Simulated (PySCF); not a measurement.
CBr₃, SMILES Br[C](Br)Br, multiplicity 2.

Geometry: ωB97X-D3(BJ)/def2-SVP.

Calculation: r2SCAN/def2-TZVP run with PySCF.

Q: Estimate the frontier levels, dipole moment and polarisability. (Estimate from the structure and the level; the computed values follow.)

A: 
α spin, highest occupied and lowest empty level: -5.34 and -2.75 eV
β spin, highest occupied and lowest empty level: -7.34 and -3.03 eV
dipole moment: 0.13 D
quadrupole, principal values (traceless, Buckingham form, about the centre of nuclear charge): -2.80, 1.40, 1.40 D·Å
mean static polarisability: 70.5 bohr³ (10.44 Å³)
polarisability, principal values: 46.0, 82.7, 82.7 bohr³
⟨S²⟩: 0.758 (pure state 0.75)
